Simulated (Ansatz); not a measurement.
`[CH3][GeH]([NH2])[OH]` + HCl → `[CH3][GeH]([OH])[Cl]` + NH₃ at 298.15 K and 1 bar (ligand exchange at a Ge–N bond).

Program: Ansatz. Geometries: PBE0-D4/def2-TZVP. ΔE: electronic, gas phase. CCSD(T)/CBS is the MP2 limit (def2-TZVPP, def2-QZVPP) plus CCSD(T) − MP2 in def2-TZVPP, frozen cores. This one scheme is used for every species. For Ge outer-core shells are correlated without core-valence functions, which leaves a few kJ/mol of doubt a bond. Scalar relativity is left out up to krypton. One conformer a species, not always the lowest.

```
                species  CCSD(T)/CBS energy (Eh)  H − E (kJ/mol)  S (J/(mol·K))
`[CH3][GeH]([NH2])[OH]`              -2248.30725           242.8          345.9
                    HCl               -460.38127            26.6          186.8
 `[CH3][GeH]([OH])[Cl]`              -2652.20691           177.4          345.2
                    NH₃                -56.50880           100.5          192.4
```

H − E and S are ideal-gas, rigid-rotor, harmonic terms from PBE0-D4/def2-TZVP, for one conformer and one mirror image of each species. 1 Eh = 2625.50 kJ/mol, R = 8.31446 J/(mol·K).

Q: By hand: ΔE, ΔH, ΔS and ΔG.

A: ΔE = (-2652.20691) + (-56.50880) − (-2248.30725) − (-460.38127) = -0.02719 Eh = -71.4 kJ/mol. Δ(H − E) = 177.4 + 100.5 − 242.8 − 26.6 = 8.5, so ΔH = -62.9 kJ/mol. ΔS = 345.2 + 192.4 − 345.9 − 186.8 = 4.9 J/(mol·K). ΔG = -62.9 − 298.15 × (4.9)/1000 = -64.4 kJ/mol.

Q: By hand: the equilibrium constant, and the temperature at which ΔG would vanish if ΔH and ΔS stayed fixed.

A: log₁₀ K = −ΔG/(RT ln 10) = 11.3. ΔH and −TΔS have one sign here, so there is no such temperature. One of them is within its doubt of zero, so this could turn.

The number of gas molecules stays the same, so ΔS is small and ΔH decides. A doubt of 5 kJ/mol in ΔE shifts log₁₀ K by 0.9 here. Other conformers and mirror images would add mixing entropy, several J/(mol·K) or more a flexible species. These are equilibria of isolated gas molecules and say nothing of rates. Largest T1 diagnostic: 0.011 (customary marks: 0.02 for closed shells, 0.045 for open ones).
